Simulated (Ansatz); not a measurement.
Stretching the H–H spacing in H4 chain (multiplicity 1 held). Energies count from the point at 0.900 Å.
Geometry at that point (charge 0, multiplicity 1):
```xyz
4

H      0.0000     0.0000     0.0000
H      0.0000     0.0000     0.9000
H      0.0000     0.0000     1.8000
H      0.0000     0.0000     2.7000
```

U- levels take the lowest unrestricted solution at each point, which mixes spins at long bonds. Full CI gives the lowest state of the spin. Curves can end on different states.

Codes used: Ansatz (Gaussian basis) for Hartree–Fock, density functionals and correlated methods. Each number belongs to the level named beside it.

### Question
What is the computed energy at R = 3.600 Å (U-CCSD(T)/cc-pVDZ)?

### Answer
166.3 kcal/mol

Doubts at one or more of the structures used: a spin-contaminated determinant (U-CCSD(T)/cc-pVDZ).

Ansatz is an electronic-structure program.
